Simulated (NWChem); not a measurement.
**Correlation energy of As (-1)**

SMILES: [As-]
```xyz
1

As     0.0000     0.0000     0.0000
```
Charge -1, spin multiplicity 3.

Everything below was run with NWChem.

Basis set: def2-TZVPD. Each correlation energy counts from its own Hartree-Fock reference.

The Hamiltonian is non-relativistic. The correlated methods keep 9 core orbitals frozen. The stability of the SCF solutions was not checked. Open-shell Hartree-Fock references start from PBE0 orbitals. No row is a measurement; the coupled-cluster row has its own basis-set and correlation limits.

### Question
One of these methods gave a correlation energy of -221.4 mHa. Which?
(A) CCSD[T] on UHF
(B) UMP2
(C) SCS-UMP2
(D) CCSD on UHF

### Answer
B, UMP2. The others give -204.5 (SCS-UMP2), -230.6 (CCSD on UHF), -238.7 (CCSD[T] on UHF).
